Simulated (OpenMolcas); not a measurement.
Re5+ (d2) among equal point charges was computed by CASSCF with the d shell active (OpenMolcas, ANO-RCC-VDZP on the metal). Its lowest spin-free states, and all those of the highest spin:

```json
{"2S+1": "3", "Degeneracy": "3", "E (cm-1)": "0.0"}
{"2S+1": "3", "Degeneracy": "3", "E (cm-1)": "5319"}
{"2S+1": "3", "Degeneracy": "1", "E (cm-1)": "11549"}
{"2S+1": "1", "Degeneracy": "3", "E (cm-1)": "12547"}
{"2S+1": "1", "Degeneracy": "2", "E (cm-1)": "13119"}
{"2S+1": "3", "Degeneracy": "3", "E (cm-1)": "17425"}
{"2S+1": "1", "Degeneracy": "3", "E (cm-1)": "20655"}
{"2S+1": "1", "Degeneracy": "1", "E (cm-1)": "22447"}
{"2S+1": "1", "Degeneracy": "3", "E (cm-1)": "22801"}
{"2S+1": "1", "Degeneracy": "2", "E (cm-1)": "26505"}
{"2S+1": "1", "Degeneracy": "1", "E (cm-1)": "49459"}
```

Is the site octahedral, tetrahedral or cube-like, axial, or of lower symmetry?

The states with 2S+1 = 3 have orbital degeneracies 3, 3, 1, 3. Threefold states need a cubic site. For d2 at this spin an octahedron puts the threefold T1 below the threefold T2 and a tetrahedron or cube puts the single A2 below the threefold T2, so the site is octahedral. The run had Re5+ among 6 point charges of -1.7 e arranged as an octahedron (Oh), 2.19 Å from the ion.

Spin-orbit coupling mixes the spin-free states strongly: the lowest level takes only 70 % from its leading state, 3T1. Without dynamic correlation the repulsion within the d shell is too large (B by tens of per cent), so at a given field states of lower spin stand too high. This field is weak: 10Dq is about 6326 cm-1, while octahedral complexes of 5d ions of charge 3 and more, computed by the same method with explicit ligands, had a median near 35000 cm-1. Ground spin and moment need not be those of a real site. This is an electrostatic model: the charges have no orbitals. No measured value stands beside these numbers.
